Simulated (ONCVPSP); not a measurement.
# Building the ONCV potential for calcium (Ca) (PBE, scalar-relativistic).

Input for ONCVPSP 4.0.1:

```
# ATOM AND REFERENCE CONFIGURATION
# atsym  z   nc   nv     iexc    psfile
  Ca 20.00    5    2        4      upf
#
#   n    l    f
    1    0    2.00
    2    0    2.00
    2    1    6.00
    3    0    2.00
    3    1    6.00
    4    0    1.75
    4    1    0.25
#
# PSEUDOPOTENTIAL AND OPTIMIZATION
# lmax
    2
#
#   l,   rc,      ep,       ncon, nbas, qcut
    0    3.35    0.00    4    7    2.20
    1    3.35    0.00    4    7    2.00
    2    3.60    0.16    5    9    2.80
#
# LOCAL POTENTIAL
# lloc, lpopt,  rc(5),   dvloc0
    0    5    3.35    0.00
#
# VANDERBILT-KLEINMAN-BYLANDER PROJECTORs
# l, nproj, debl
    0    0    2.30
    1    2    3.80
    2    3    4.00
#
# MODEL CORE CHARGE
# icmod, fcfact, rcfact
    3    5.50    1.30
#
# LOG DERIVATIVE ANALYSIS
# epsh1, epsh2, depsh
   -2.00    5.00    0.02
#
# OUTPUT GRID
# rlmax, drl
    6.00    0.01
#
# TEST CONFIGURATIONS
# ncnf
    4
# nvcnf
#   n    l    f
    2
    4    0    2.00
    4    1    0.00
#
    2
    4    0    1.00
    4    1    0.00
#
    2
    4    0    1.50
    4    1    0.00
#
    2
    4    0    0.00
    4    1    2.00
#
```

Command:

```bash
oncvpsp.x < Ca.dat > Ca.out
```

Output (shortened: citation, most of the input echo, consistency checks and plot data are left out):

```
ONCVPSP  (Optimized Norm-Conservinng Vanderbilt PSeudopotential)
scalar-relativistic version 4.0.1

#   n    l    f        energy (Ha)
    1    0    2.00    -1.4515138E+02
    2    0    2.00    -1.5241086E+01
    2    1    6.00    -1.2314640E+01
    3    0    2.00    -1.7435530E+00
    3    1    6.00    -1.0420760E+00
    4    0    1.75    -1.4485902E-01
    4    1    0.25    -5.6928710E-02

Reference configufation results
  iterations    24
  all-electron total energy (Ha)   -6.80303300D+02

Begin loop to  construct optimized pseudo wave functions
and semi-local pseudopoentials for all angular momenta

Calculating optimized projector #   1

 for l=   0

    Fraction of norm inside rc  0.366565
    Optimizing pswf for qcut=   2.19 a_B^-1,  ecut=   2.41 Ha
    Residual kinetic energy error=  1.54D-04 Ha

    Energy error per electron        Cutoff
         Ha          eV             Ha
         0.01000     0.27211        0.94
         0.00100     0.02721        1.79
         0.00010     0.00272        2.96
         0.00001     0.00027        8.69

   Wellstate for l =  1  n =  8
     eigenvalue =   3.7431
     asymptotic potential =   4.2431
     half-point radius =  5.6167

Calculating optimized projector #   1

 for l=   1

    Fraction of norm inside rc  0.152421
    Optimizing pswf for qcut=   1.99 a_B^-1,  ecut=   1.99 Ha
    Residual kinetic energy error=  6.66D-05 Ha

    Energy error per electron        Cutoff
         Ha          eV             Ha
         0.01000     0.27211        0.29
         0.00100     0.02721        0.89
         0.00010     0.00272        1.82
         0.00001     0.00027        6.26

Calculating optimized projector #   2

 for l=   1

    Fraction of norm inside rc  0.174009
    Optimizing pswf for qcut=   1.99 a_B^-1,  ecut=   1.99 Ha
    Residual kinetic energy error=  1.04D+00 Ha

    Energy error per electron        Cutoff
         Ha          eV             Ha
         0.01000     0.27211       17.89
         0.00100     0.02721       21.74
         0.00010     0.00272       31.85
         0.00001     0.00027       50.41

WARNING wellstate: localized bound state found for n= 3 l= 2
WARNING this state with energy -0.08184376
WARNING will be used for the first projector

   Wellstate for l =  2  n =  8
     eigenvalue =   3.9182
     asymptotic potential =   4.4182
     half-point radius =  5.7052

   Wellstate for l =  2  n = 11
     eigenvalue =   7.9182
     asymptotic potential =   8.4182
     half-point radius =  5.8768

Calculating optimized projector #   1

 for l=   2

    Fraction of norm inside rc  0.836195
    Optimizing pswf for qcut=   2.80 a_B^-1,  ecut=   3.91 Ha
    Residual kinetic energy error=  2.79D-02 Ha

    Energy error per electron        Cutoff
         Ha          eV             Ha
         0.01000     0.27211        6.95
         0.00100     0.02721       20.69
         0.00010     0.00272       23.51
         0.00001     0.00027       27.45

Calculating optimized projector #   2

 for l=   2

    Fraction of norm inside rc  0.215064
    Optimizing pswf for qcut=   2.80 a_B^-1,  ecut=   3.91 Ha
    Residual kinetic energy error=  4.91D-01 Ha

    Energy error per electron        Cutoff
         Ha          eV             Ha
         0.01000     0.27211        6.52
         0.00100     0.02721       17.83
         0.00010     0.00272       28.92
         0.00001     0.00027       32.14

Calculating optimized projector #   3

 for l=   2

    Fraction of norm inside rc  0.147952
    Optimizing pswf for qcut=   2.80 a_B^-1,  ecut=   3.91 Ha
    Residual kinetic energy error=  1.86D+00 Ha

    Energy error per electron        Cutoff
         Ha          eV             Ha
         0.01000     0.27211       11.71
         0.00100     0.02721       16.43
         0.00010     0.00272       32.55
         0.00001     0.00027       36.74

Construct Vanderbilt / Kleinmman-Bylander projectors

B matrix Hermiticity error, ll=   1
   1   2   -1.5987E-05

  Orthonormal projector coefficients -1.0541E+01  4.8814E-01

B matrix Hermiticity error, ll=   2
   1   2    9.0726E-05
   1   3   -7.5677E-05
   2   3    2.8741E-05

  Orthonormal projector coefficients -2.6740E+00 -1.8148E+00  8.9546E-01

Model core correction analysis
  based on d2Exc/dn_idn_j

d2excae - all-electron derivatives

   -2.980742D-02   -2.401317D-02
   -2.399870D-02   -2.819644D-02

d2excps - pseudofunction derivatives with no core correction

   -3.357518D-02   -2.481694D-02
   -2.480833D-02   -2.800511D-02

rms 2nd derivative error    1.970672E-03

rmatch, rhocmatch    2.5366    0.0653

Teter function model core charge with specified parameters

d2excps - pseudofunction derivatives with core correction

   -2.965870D-02   -2.387974D-02
   -2.387196D-02   -2.810684D-02

rms 2nd derivative error    1.265033E-04

Pseudoatom total energy   -0.641429

Diagnostic tests using Vanderbilt-Kleinman-Bylander pseudopotentials
  1 or more projectors used as specified by nproj input data

   l    rcore       rmatch      e in        delta e   norm test  slope test

   0   3.3601135   3.4621338  -0.1448590  -0.0000002   1.0000001   1.0000189

   1   3.3601135   3.4621338  -0.0569287   0.0000002   0.9999970   0.9999958
run_diag: lschvkbbe ERROR   2   4   1  60  3.74307128E+00  3.31876416E+00
   1   3.3601135   3.4621338   3.7430713  -0.4243071   1.1825325   1.1013906

   2   3.6101872   3.7198003  -0.0818438  -0.0000002   1.0000254   1.0000259
run_diag: lschvkbbe ERROR   2   6   2  60  3.91815624E+00  4.35997186E+00
   2   3.6101872   3.7198003   3.9181562   0.4418156   1.6594450   2.9930622
run_diag: lschvkbbe ERROR   3   7   2  60  7.91815623E+00  8.75997186E+00
   2   3.6101872   3.7198003   7.9181562   0.8418156   6.0555482   0.8394703

 Testing for bound ghosts
   n   l    E NL Schr. Eq   E Basis Diag.   E Cutoff

       1                       -2.659324     19.46  WARNING - GHOST(-)
   2   1       -0.056929       -0.049975     19.46

   3   2       -0.081844       -0.081642     42.53

 Testing for highly-localized positive-energy ghosts
       l    <radius>/rc     E Basis Diag.   E Cutoff

       1        0.784711        3.653164     19.46  WARNING - GHOST(+)

       1        0.489035       12.687096     19.46  WARNING - GHOST(+)

Test configuration 0

   n   l     f        eae           eps        diff
   1   0  2.0000 -145.15138396
   2   0  2.0000  -15.24108570
   2   1  6.0000  -12.31463960
   3   0  2.0000   -1.74355304
   3   1  6.0000   -1.04207595
   4   0  1.7500   -0.14485902   -0.14485919   -1.70D-07
   4   1  0.2500   -0.05692871   -0.05692855    1.59D-07

    Total energies and differences
      AE_ref= -6.80303300D+02  AE_tst= -6.80303300D+02  dif=  0.00D+00
      PS_ref= -6.41428787D-01  PS_tst= -6.41428787D-01  dif= -1.55D-15
      PSP excitation error=  1.55D-15

Test configuration 1

   n   l     f        eae           eps        diff
   1   0  2.0000 -145.13811875
   2   0  2.0000  -15.22784431
   2   1  6.0000  -12.30141192
   3   0  2.0000   -1.73059058
   3   1  6.0000   -1.02927816
   4   0  2.0000   -0.13841232   -0.13836125    5.11D-05

    Total energies and differences
      AE_ref= -6.80303300D+02  AE_tst= -6.80325146D+02  dif= -2.18D-02
      PS_ref= -6.41428787D-01  PS_tst= -6.63266825D-01  dif= -2.18D-02
      PSP excitation error= -7.72D-06

Test configuration 2

   n   l     f        eae           eps        diff
   1   0  2.0000 -145.39686498
   2   0  2.0000  -15.48531520
   2   1  6.0000  -12.55898915
   3   0  2.0000   -1.98421177
   3   1  6.0000   -1.28188040
   4   0  1.0000   -0.32947790   -0.32959838   -1.20D-04

    Total energies and differences
      AE_ref= -6.80303300D+02  AE_tst= -6.80093280D+02  dif=  2.10D-01
      PS_ref= -6.41428787D-01  PS_tst= -4.31335350D-01  dif=  2.10D-01
      PSP excitation error= -7.37D-05

Test configuration 3

   n   l     f        eae           eps        diff
   1   0  2.0000 -145.26014070
   2   0  2.0000  -15.34936908
   2   1  6.0000  -12.42297836
   3   0  2.0000   -1.85062663
   3   1  6.0000   -1.14892667
   4   0  1.5000   -0.23084974   -0.23090497   -5.52D-05

    Total energies and differences
      AE_ref= -6.80303300D+02  AE_tst= -6.80233136D+02  dif=  7.02D-02
      PS_ref= -6.41428787D-01  PS_tst= -5.71260390D-01  dif=  7.02D-02
      PSP excitation error= -4.74D-06

Test configuration 4

   n   l     f        eae           eps        diff
   1   0  2.0000 -145.23681037
   2   0  2.0000  -15.32646293
   2   1  6.0000  -12.39988747
   3   0  2.0000   -1.82681678
   3   1  6.0000   -1.12403856
   4   1  2.0000   -0.08779441   -0.08820918   -4.15D-04

    Total energies and differences
      AE_ref= -6.80303300D+02  AE_tst= -6.80143186D+02  dif=  1.60D-01
      PS_ref= -6.41428787D-01  PS_tst= -4.81031682D-01  dif=  1.60D-01
      PSP excitation error= -2.83D-04
```

Note: ghosts flagged at negative energy: p at -72.4 eV; GHOST(+) flagged for p at 99.4 eV, p at 345.2 eV. A true bound ghost makes a file unfit for plane-wave use.

The run took about 11 s on one core of a shared server CPU.
